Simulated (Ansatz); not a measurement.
A geometry optimisation of F2H6Si3 with B3LYP/def2-SVP

The starting geometry of this gas-phase singlet was optimised with GFN2-xTB; its bonds are those of `F[SiH](F)[SiH2][SiH3]`.

```csv
atom,x (Å),y (Å),z (Å)
F,-2.1941,3.0840,-1.7475
F,-3.2114,2.1531,0.2897
Si,-1.7914,2.2017,-0.4643
Si,-1.2838,0.0793,-1.1818
Si,-2.9309,-0.9390,-2.4716
H,-1.0105,3.1200,0.3446
H,-0.9557,-0.7158,0.0167
H,0.0021,0.1615,-1.8996
H,-2.5428,-2.2876,-2.9010
H,-3.2147,-0.1686,-3.6861
H,-4.1886,-1.0721,-1.7303
```

Predict what it relaxes into with B3LYP/def2-SVP.

It keeps its bonds, and is `F[SiH](F)[SiH2][SiH3]`.

The energy falls by 0.24 eV over 6 steps:

```tsv
step	E − E(last) (eV)
1	0.245
2	0.053
3	0.022
4	0.001
5	0.000
6	0.000
```

Final geometry (Å):

```xyz
11

F    -2.2035    3.1082   -1.8296
F    -3.2820    2.1207    0.3276
Si   -1.8874    2.2301   -0.4993
Si   -1.2457    0.0737   -1.1659
Si   -2.9340   -0.9328   -2.4701
H    -0.9333    3.0066    0.3332
H    -0.9784   -0.7362    0.0617
H     0.0244    0.1832   -1.9462
H    -2.5065   -2.3003   -2.8871
H    -3.1863   -0.1047   -3.6844
H    -4.1891   -1.0321   -1.6710
```

The end wasn't checked by frequencies. Run with Ansatz 0.2.0, 60 s on 2 threads of Intel(R) Xeon(R) Processor @ 2.50GHz (Skylake/Cascade Lake), on a shared host.
